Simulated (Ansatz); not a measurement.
Reaction (formal exchange of groups at a B–O bond): `OBO[SiH2][SiH3]` + `[SbH3]` → `O[BH][SbH2]` + `O[SiH2][SiH3]`

Computed with Ansatz on PBE0-D4/def2-TZVP structures; ΔE is electronic, products minus reactants. CCSD(T)/CBS adds triple-zeta CCSD(T) − MP2 to the extrapolated MP2 energy (def2 sets, frozen cores). DFT in def2-TZVPP. B3LYP here is the variant with VWN-RPA as its local correlation; programs differ in this. Elements past krypton have def2 core potentials. For Sb outer-core shells are correlated without core-valence functions, which leaves a few kJ/mol of doubt a bond. Each species was taken in one conformer, which may not be the lowest.

```csv
level,ΔE (kJ/mol)
B3LYP-D4,146.6
ωB97M-V,145.5
```

(1) What does CCSD(T)/CBS give? (An estimate is asked.)

Largest T1 diagnostic among the species: 0.015.

## Answers

(1) Computed: +137.2 kJ/mol. The listed levels differ from it by 9.4, 8.3 kJ/mol.

From BLYP to BHLYP (50 % exact exchange), in def2-TZVPP and without D4, ΔE moves by +13.4 kJ/mol. At CCSD(T), def2-SVP lies +29.5 kJ/mol from the extrapolated value and def2-TZVPP +6.1 kJ/mol.
